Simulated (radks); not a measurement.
Rh I, 45 electrons, occupied as [Kr] 4d8 5s1. Calculated with a radial shooting solver on a logarithmic mesh with Libxc functionals: Dirac Kohn-Sham, PBE, spin-unpolarised, spherical densities, finite nucleus; open shells fill j = l - 1/2 first; Fermi nuclear charge, rms radius 4.4945 fm.

Spin-orbit splittings of the eigenvalues, e(l+1/2) - e(l-1/2), with zeta = 2 splitting/(2l+1) and mean radii in bohr:

shell  occ.  splitting (eV)  zeta (eV)  <r> j=l-1/2  <r> j=l+1/2
2p        6           144.6      96.41       0.1203       0.1252
3p        6           24.88      16.59       0.3831       0.3938
3d       10           4.906      1.962       0.3683       0.3718
4p        6               ?          ?        1.061        1.092
4d        8          0.3910     0.1564        1.578        1.605

Estimate the 4p splitting.

Answer. 3.894 eV (zeta = 2.596 eV).
